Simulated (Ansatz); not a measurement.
The same path of a periodic cell of 17 atoms, CuSi16 (host Si, host structure diamond, interstitial Cu), cell charge +1 was run twice with different band settings. Lost on the way: Si15–Cu17, Si16–Cu17. Made: Si5–Cu17, Si6–Cu17, Si7–Cu17.

The calculation used DFT PBE, scalar-relativistic, plane waves, PAW (Ansatz 0.2.0). Settings: PAW set soft_1, cutoff 420 eV, k mesh 2x2x2, gaussian smearing 0.05 eV, no spin polarisation.

Relaxed end points:

```xyz
17
Lattice="0.0000 5.4300 5.4300 5.4300 0.0000 5.4300 5.4300 5.4300 0.0000" Properties=species:S:1:pos:R:3
Si -0.061 -0.030 -0.061
Si 1.311 1.293 1.311
Si 2.657 2.713 -0.004
Si 4.069 4.116 1.398
Si 2.666 -0.046 2.666
Si 4.018 1.306 4.018
Si 5.369 2.656 2.680
Si 6.742 4.026 4.005
Si -0.004 2.713 2.658
Si 1.398 4.115 4.069
Si 2.853 5.570 2.853
Si 4.199 6.912 4.199
Si 2.681 2.656 5.369
Si 4.005 4.026 6.742
Si 5.427 5.370 5.428
Si 6.828 6.784 6.828
Cu 6.941 4.222 6.941
```

```xyz
17
Lattice="0.0000 5.4300 5.4300 5.4300 0.0000 5.4300 5.4300 5.4300 0.0000" Properties=species:S:1:pos:R:3
Si 0.143 -0.069 -0.142
Si 1.270 1.317 1.342
Si 2.678 2.786 -0.011
Si 4.144 4.189 1.289
Si 2.646 -0.018 2.786
Si 4.090 1.318 4.162
Si 5.444 2.787 2.754
Si 6.674 4.154 4.188
Si -0.062 2.689 2.699
Si 1.458 3.954 3.974
Si 2.750 5.467 2.683
Si 4.014 6.820 4.110
Si 2.733 2.689 5.495
Si 4.014 4.101 6.849
Si 5.338 5.513 5.524
Si 6.752 6.820 6.849
Cu 8.447 2.463 7.845
```

Common settings: climbing image yes; spring 5.0 eV/Å²; optimiser quadratic models (default); end points relaxed.

| run | movable images | start path | force threshold | iteration limit |
| --- | --- | --- | --- | --- |
| 1 | 5 | IDPP | 0.03 eV/Å | 33 |
| 2 | 3 | default | 0.05 eV/Å | 6 |

Question: What does each run give, and how far can it be trusted?

Answer: Run 1: converged after 8 iterations, highest image 0.042 eV above the first end. A structure lower than the first end lies on the path between it and the top, so the climb from that side starts below the end, which may itself be a saddle point or a shallow side well. By the program's own check the climbing image is a first-order saddle point (lowest curvatures found: -0.49 and 0.98 eV/Å²).
Run 2: converged after 6 iterations, highest image 0.043 eV above the first end. A structure lower than the first end lies on the path between it and the top, so the climb from that side starts below the end, which may itself be a saddle point or a shallow side well. The order of the stationary point at the top wasn't checked.
Limits of this set-up: coarse k mesh, charged cell in a uniform background, uncorrected.
